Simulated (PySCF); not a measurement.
Compound: C₆H₅N₃.
SMILES with atom numbers: `[N:1]#[C:2][c:3]1[cH:4][cH:5][n:6][c:7]([NH2:8])[cH:9]1` (hydrogens: H10 on C4; H11 on C5; H12, H13 on N8; H14 on C9)

Structure used (GFN2-xTB), in Å, numbered top down from 1:
```
atom  x, y, z in Å
N1     3.264   -1.849   -0.318
C2     2.335   -1.188   -0.212
C3     1.189   -0.366   -0.079
C4     1.329    1.011    0.133
C5     0.171    1.755    0.258
N6    -1.046    1.245    0.189
C7    -1.183   -0.065   -0.020
N8    -2.454   -0.527   -0.141
C9    -0.079   -0.921   -0.159
H10    2.305    1.464    0.197
H11    0.211    2.823    0.428
H12   -2.634   -1.513   -0.077
H13   -3.192    0.108    0.106
H14   -0.217   -1.978   -0.325
```

Theory: TDDFT PBE0/def2-SVPD, vertical, gas phase, core orbitals frozen in the response in PySCF 2.14.0, density-fitted response routines.

Ground-to-excited transition dipoles (e·a0, same axes as the geometry; the sign carries no meaning), for the states with f of 0.002 or more among the lowest 8:

| state | E (hartree) | μx | μy | μz |
| --- | --- | --- | --- | --- |
| S1 | 0.1535 | 0.227 | 0.761 | 0.125 |
| S2 | 0.1710 | 0.002 | -0.050 | 0.126 |
| S3 | 0.2066 | 0.658 | 0.271 | 0.056 |
| S5 | 0.2259 | -0.703 | 0.151 | 0.173 |
| S6 | 0.2287 | 1.920 | -0.429 | -0.004 |
| S8 | 0.2427 | -0.135 | -0.046 | -0.007 |

Problem. Work out the oscillator strengths.

Solution. f = (2/3) ΔE |μ|² with ΔE in hartree (27.2114 eV).

```json
{"state": "S1", "|μ|² (au)": "0.646", "|μ| (D)": "2.04", "f": "0.066"}
{"state": "S2", "|μ|² (au)": "0.018", "|μ| (D)": "0.34", "f": "0.002"}
{"state": "S3", "|μ|² (au)": "0.510", "|μ| (D)": "1.81", "f": "0.070"}
{"state": "S5", "|μ|² (au)": "0.547", "|μ| (D)": "1.88", "f": "0.082"}
{"state": "S6", "|μ|² (au)": "3.870", "|μ| (D)": "5.00", "f": "0.590"}
{"state": "S8", "|μ|² (au)": "0.020", "|μ| (D)": "0.36", "f": "0.003"}
```

Problem. What angle do the transition dipoles of S1 and S5 make?

Solution. |cos θ| = |μa·μb| / (|μa| |μb|) = 0.04, so θ ≈ 88° (taken between 0 and 90°, since the signs are arbitrary).

Problem. What peak molar absorption coefficient would the strongest computed level give as a lone Gaussian band 0.4 eV wide at half height?

Solution. ε(max) = 2.175×10⁸ f / FWHM, with the width in cm⁻¹. S6: 2.175×10⁸ × 0.5900 / 3226 ≈ 40000 L mol⁻¹ cm⁻¹.
